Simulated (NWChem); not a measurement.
System: C2H7GeN, singlet; SMILES C[N](C)[GeH]

Here is an NWChem input.

```
start job
memory heap 200 mb stack 900 mb global 1100 mb
geometry units angstroms noautoz
  Ge     0.009762     1.067107     0.000367
  H      1.610128     1.151331    -0.000209
  N      0.000570    -0.763228    -0.000286
  C     -1.258693    -1.472758    -0.000332
  C      1.142235    -1.646835    -0.001184
  H     -1.357896    -2.121324    -0.891296
  H     -1.356131    -2.124323     0.888617
  H     -2.100982    -0.765214     0.001671
  H      1.138982    -2.307103     0.887195
  H      1.139477    -2.304791    -0.891310
  H      2.075156    -1.069259    -0.000254
end
basis spherical
  * library 6-31g*
end
dft
  xc xtpss03 ctpss03
  iterations 200
  vectors input hcore
end
task dft gradient
```

Parts of the log:

```
             Northwest Computational Chemistry Package (NWChem) 7.3.0
             --------------------------------------------------------

 CS  symmetry detected

                             Geometry "geometry" -> ""
                             -------------------------

 Output coordinates in angstroms (scale by  1.889725989 to convert to a.u.)

  No.       Tag          Charge          X              Y              Z
 ---- ---------------- ---------- -------------- -------------- --------------
    1 Ge                  32.0000    -0.02243891     1.05745077     0.00000000
    2 H                    1.0000     1.57615723     1.17039198     0.00000000
    3 N                    7.0000     0.00123015    -0.77275438     0.00000000
    4 C                    6.0000    -1.24509187    -1.50477727     0.00000000
    5 C                    6.0000     1.15857448    -1.63572321     0.00000000
    6 H                    1.0000    -1.33172579    -2.15650350    -0.88995730
    7 H                    1.0000    -1.33172579    -2.15650350     0.88995730
    8 H                    1.0000    -2.09994804    -0.81246796     0.00000000
    9 H                    1.0000     1.16740257    -2.29478325     0.88925278
   10 H                    1.0000     1.16740257    -2.29478325    -0.88925278
   11 H                    1.0000     2.08097575    -1.04149141     0.00000000

 Effective nuclear repulsion energy (a.u.)     256.7448560973

      Symmetry information
      --------------------

 Group name             Cs
 Group number              2
 Group order               2
 No. of unique centers     9

                                 NWChem DFT Module
                                 -----------------

 Summary of "ao basis" -> "ao basis" (spherical)
 ------------------------------------------------------------------------------
       Tag                 Description            Shells   Functions and Types
 ---------------- ------------------------------  ------  ---------------------
 Ge                          6-31g*                 12       32   5s4p3d
 H                           6-31g*                  2        2   2s
 N                           6-31g*                  6       14   3s2p1d
 C                           6-31g*                  6       14   3s2p1d

      Symmetry analysis of basis
      --------------------------

        a'         62
        a"         26

            General Information
            -------------------
          SCF calculation type: DFT
          Wavefunction type:  closed shell.
          No. of atoms     :    11
          No. of electrons :    58
           Alpha electrons :    29
            Beta electrons :    29
          Charge           :     0
          Spin multiplicity:     1
          Use of symmetry is: on ; symmetry adaption is: on
          Maximum number of iterations: 200
          AO basis - number of functions:    88
                     number of shells:    44
          Convergence on energy requested:  1.00D-06
          Convergence on density requested:  1.00D-05
          Convergence on gradient requested:  5.00D-04

              XC Information
              --------------
                  TPSS metaGGA Exchange Functional  1.000
             TPSS03 metaGGA Correlation Functional  1.000

             Grid Information
             ----------------
          Grid used for XC integration:  medium
          Radial quadrature: Mura-Knowles
          Angular quadrature: Lebedev.
          Tag              B.-S. Rad. Rad. Pts. Rad. Cut. Ang. Pts.
          ---              ---------- --------- --------- ---------
          Ge                  1.25      112          10.0       590
          H                   0.35       45          11.0       434
          N                   0.65       49           8.0       434
          C                   0.70       49          10.0       434
          Grid pruning is: on
          Number of quadrature shells:   484
          Spatial weights used:  Erf1

      Non-variational initial energy
      ------------------------------

 Total energy =     256.744856
 1-e energy   =       0.000000
 2-e energy   =       0.000000
 HOMO         =     -20.852726
 LUMO         =     -20.467483

      Symmetry analysis of molecular orbitals - initial
      -------------------------------------------------

  Numbering of irreducible representations:

     1 a'          2 a"

  Orbital symmetries:

     1 a'          2 a'          3 a'          4 a"          5 a'
     6 a'          7 a'          8 a'          9 a"         10 a'
    11 a"         12 a'         13 a'         14 a"         15 a'
    16 a'         17 a'         18 a'         19 a'         20 a"
    21 a'         22 a"         23 a'         24 a'         25 a'
    26 a'         27 a"         28 a'         29 a"         30 a'
    31 a'         32 a'         33 a"         34 a'         35 a'
    36 a"         37 a'         38 a'         39 a'

[...]

                         DFT ENERGY GRADIENTS

    atom               coordinates                        gradient
                 x          y          z           x          y          z
   1 Ge     -0.042403   1.998292   0.000000    0.003190  -0.009912   0.000000
   2 H       2.978505   2.211720   0.000000   -0.002200   0.000592   0.000000
   3 N       0.002325  -1.460294   0.000000   -0.001651  -0.003862   0.000000
   4 C      -2.352882  -2.843617   0.000000    0.014415   0.007791   0.000000
   5 C       2.189388  -3.091069   0.000000   -0.013539   0.009105   0.000000
   6 H      -2.516597  -4.075201  -1.681775   -0.001072  -0.001149  -0.001029
   7 H      -2.516597  -4.075201   1.681775   -0.001072  -0.001149   0.001029
   8 H      -3.968326  -1.535342   0.000000   -0.002398   0.000427   0.000000
   9 H       2.206071  -4.336512   1.680444    0.000883  -0.001123   0.000974
  10 H       2.206071  -4.336512  -1.680444    0.000883  -0.001123  -0.000974
  11 H       3.932474  -1.968133   0.000000    0.002563   0.000403   0.000000
```

Level: TPSS/6-31G* (spherical d). Low-valent species are run as closed-shell singlets; no triplet was tried in these runs. The geometry was optimised at PBE0/def2-SVP.
